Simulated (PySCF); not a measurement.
Si(F)2(Me)(Cl) (CH₃ClF₂Si), SMILES [Si](C)(F)(F)Cl. Atoms are numbered in the order given.

```xyz
8

C      1.5131     1.2629     0.0000
Si    -0.0721     0.3236     0.0000
F     -0.9647     0.6955     1.2908
F     -0.9647     0.6955    -1.2908
Cl     0.2215    -1.7059     0.0000
H      2.1069     1.0135     0.8926
H      2.1069     1.0135    -0.8926
H      1.3166     2.3465     0.0000
```

Coordinates come from a B3LYP-D3(BJ)/def2-SVP optimisation.

Calculation: B3LYP-D3(BJ)/def2-SVP (PySCF 2.14.0).

Frequencies are harmonic and unscaled.

Q: Estimate the vibrational spectrum. (An estimate is asked for; the answer gives what the named calculation found.)

A: 
| mode | ν (cm⁻¹) | IR (km/mol) | Raman (Å⁴/amu) | depolarisation | moving atoms (share of kinetic energy) |
|---|---|---|---|---|---|
| 1 | 132 | 0.0 | 0.0 | – | H 98 % |
| 2 | 179 | 0.3 | 1.3 | 0.72 | C 31 %, H 22 %, Cl 21 %, F 21 % |
| 3 | 199 | 0.3 | 1.0 | 0.75 | F 64 %, C 14 %, H 11 %, Cl 10 % |
| 4 | 253 | 6.0 | 0.9 | 0.75 | F 42 %, Si 24 %, H 14 %, Cl 12 % |
| 5 | 293 | 18.0 | 1.7 | 0.56 | F 55 %, Cl 28 %, Si 8 % |
| 6 | 331 | 40.2 | 1.9 | 0.72 | F 59 %, Si 21 %, C 13 % |
| 7 | 535 | 67.2 | 8.7 | 0.11 | Cl 38 %, Si 27 %, C 13 %, F 13 % |
| 8 | 729 | 62.0 | 5.8 | 0.13 | C 32 %, Si 26 %, H 23 %, F 16 % |
| 9 | 790 | 2.8 | 1.4 | 0.75 | H 69 %, C 21 %, F 11 % |
| 10 | 812 | 122.6 | 1.2 | 0.58 | H 56 %, C 21 %, Si 18 % |
| 11 | 913 | 184.3 | 0.6 | 0.24 | Si 45 %, F 44 % |
| 12 | 973 | 174.6 | 0.5 | 0.75 | Si 50 %, F 44 % |
| 13 | 1289 | 36.9 | 1.0 | 0.46 | H 77 %, C 23 % |
| 14 | 1425 | 5.9 | 12.7 | 0.75 | H 96 % |
| 15 | 1427 | 2.7 | 11.4 | 0.75 | H 96 % |
| 16 | 3043 | 0.1 | 127.7 | 0.01 | H 97 % |
| 17 | 3140 | 0.5 | 86.8 | 0.74 | H 91 %, C 9 % |
| 18 | 3143 | 0.3 | 63.9 | 0.75 | H 91 %, C 9 % |
